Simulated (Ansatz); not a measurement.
Geometry optimisation, Ansatz, RHF/def2-SVPD.

Input file:

```yaml
crystal:
  periodic: [false, false, false]
  atoms:
    - { symbol: B, position_ang: [0.0, 0.0, 0.0] }
    - { symbol: "N", position_ang: [0.0, 0.0, 1.9] }
    - { symbol: H, position_ang: [-0.877, -0.2713, 2.43] }
    - { symbol: H, position_ang: [0.877, 0.2713, 2.43] }
    - { symbol: Cl, position_ang: [1.6108, 0.0, -0.93] }
    - { symbol: O, position_ang: [-1.2211, 0.0, -0.705] }
    - { symbol: H, position_ang: [-1.7308, -0.8467, -0.4965] }
    - { symbol: F, position_ang: [0.3407, -1.4991, 0.5108] }
    - { symbol: H, position_ang: [0.2402, -1.057, 1.5229] }
basis:
  gaussian: { orbitals: def2-SVPD }
hamiltonian:
  xc: hf
relax:
  f_tol: 0.15
  max_steps: 25
  restrain:
    - { distance: [0, 7], at: 2.52, k: 30.0 }
    - { distance: [8, 1], at: 2.26, k: 30.0 }
    - { distance: [0, 1], at: 1.55, k: 30.0 }
    - { distance: [8, 7], at: 0.92, k: 30.0 }
```

Launched with:

```bash
$ ansatz run input.yaml --threads 4 --pin off --max-ram 5120MiB --backend cpu --events-out ev --progress --plain --runs-dir out
```

Where does it end, and by what steps?

It converged. The restraints hold the end off the free minimum. After 9 steps the energy has fallen by 3.704 eV (the restraints' own energy left out); H9 moved furthest, 0.97 Å. Parted: B1–F8 (1.62 → 2.53 Å), N2–H9 (1.15 → 2.26 Å).

```csv
step,energy less start (eV),largest force component (eV/Å),accepted
0,0.0000,3.901,yes
1,-0.3598,2.127,yes
2,-0.9757,2.193,yes
3,-1.8653,2.114,yes
4,-3.0292,1.903,yes
5,-3.3229,2.507,yes
6,-3.6365,2.103,yes
7,-3.6888,1.997,yes
8,-3.5910,2.683,no
9,-3.7042,2.057,yes
```

```xyz
9
Properties=species:S:1:pos:R:3
B 0.000 0.117 0.186
N -0.037 0.191 1.667
H -0.909 0.213 2.152
H 0.707 0.639 2.160
Cl 1.552 0.528 -0.614
O -1.054 -0.170 -0.589
H -1.798 -0.566 -0.168
F 0.296 -2.375 0.536
H 0.483 -1.978 1.333
```

Time of the run: 18 s on 4 threads of Arm Neoverse V1 (shared host), peak memory 0.38 GiB.
